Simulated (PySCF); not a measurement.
Compound: C3H10NO2Si (doublet state).
Cartesian coordinates in Å at the GFN2-xTB level; atoms count from 1:
```xyz
17
C3H10NO2Si angstrom
C     -1.2956   -1.1281    0.9918
C     -0.8714   -0.2506   -0.1826
C     -1.9481    0.7740   -0.5290
O      0.3036    0.4451    0.1199
Si     1.8060   -0.1821    0.2972
N      2.7879    1.2366    0.1070
O      2.1890   -1.2814   -0.8444
H     -2.2168   -1.6541    0.7564
H     -0.5109   -1.8501    1.2060
H     -1.4494   -0.5105    1.8734
H     -0.6904   -0.8969   -1.0559
H     -2.8608    0.2707   -0.8365
H     -1.6046    1.4134   -1.3384
H     -2.1554    1.3958    0.3387
H      2.4301    2.0812    0.5237
H      3.7682    1.1425    0.3166
H      2.3117   -0.9935   -1.7538
```

The hyperfine couplings belong to this conformer and change with its torsions.

The species is `CC(C)O[Si](N)O` [radical].

Method: PySCF 2.14.0, UKS B3LYP, pcH-1 on C H N O Si, non-relativistic, mean-field spin-orbit, GIAO. Isolated species at its GFN2-xTB geometry (one conformer only). Couplings are sensitive to structure, and on GFN2-xTB geometries they can be far from those on DFT ones, by a factor of two or more for some ions and for spin on atoms past the first row. Stability of the SCF solution: not tested.

Task: The isotropic 13C couplings, averaged over equivalent nuclei, are -2.6, +2.3 MHz. Assign them to C1/C3; C2.

Result: 
```csv
site,a_iso (MHz),ρ(0) (bohr⁻³),position,distance from Si5 (Å),spin population,largest |T| (MHz)
C1/C3,+2.3,+0.0020,3 bonds from Si5,3.64,+0.01,1.5
C2,-2.6,-0.0023,2 bonds from Si5,2.72,-0.01,1.5
```

Task: The isotropic 17O couplings are -144.8, -36.9 MHz. Assign them to O4; O7.

Result: 
```
site  a_iso (MHz)  ρ(0) (bohr⁻³)         position  distance from Si5 (Å)  spin population  largest |T| (MHz)
  O4        -36.9        +0.0608  1 bond from Si5                   1.64            +0.07               32.3
  O7       -144.8        +0.2388  1 bond from Si5                   1.63             0.00                9.2
```

ρ(0) is the spin density at the nucleus and T the dipolar tensor; a_iso includes a spin–orbit part; entries for several nuclei are means. The largest Mulliken spin populations are on Si5 (+0.77), N6 (+0.12) and O4 (+0.07). Si5 is the only atom above +0.15. The angles at Si5 add up to 324.6°, so it is pyramidal.

Examples of negative spin density at the nucleus (bohr⁻³): C2 (-0.0023) and H15/H16 (-0.0020).

Nuclei that the bonding pattern makes equivalent are averaged, as if the motion that swaps them (rotation, inversion, ring flip) were fast. The 13C value of +2.3 MHz is a mean of couplings from -0.8 to 5.4 MHz in this one geometry, not an average over conformers.

Hardware: an INTEL XEON PLATINUM 8581C at 2.10 GHz with one thread, no GPU, shared host with 80 logical CPUs at a one-minute load of 18. Cost: 69 s of wall time (grids of density and orbitals included), 0.97 GiB resident at most.
